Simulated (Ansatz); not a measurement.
```tsv
atom	x (Å)	y (Å)	z (Å)
N	1.2201	0.0119	0.0306
C	0.3452	1.0838	-0.0209
C	-0.9177	0.6646	0.0077
C	-0.9372	-0.6804	-0.0437
C	0.3509	-1.1269	0.0478
H	2.2273	0.0360	-0.0176
H	0.7050	2.2027	0.0277
H	-1.8086	1.3112	0.0318
H	-1.8483	-1.3300	-0.0487
H	0.7256	-2.1909	-0.0327
```

Basis set: 6-31G* (spherical functions). Left uncorrelated: 5 orbitals. Charge 0, multiplicity 1.

Computed with Ansatz (development build ahead of 0.2.0); each method stands on the lowest determinant of its kind that the runs found. Restricted open shells among the atoms or ions are ROHF, correlated in semicanonical orbitals with singles.

The atomization energy at this shape (free ground-state atoms in the same class of orbitals less the molecule, no zero-point energy) of singlet C₄H₅N:

| method | atomization energy |
| --- | --- |
| RHF-MP2 | 42.97 eV |

Question: What does RHF give?

Answer: 32.62 eV. Caution: the shape is not the minimum.
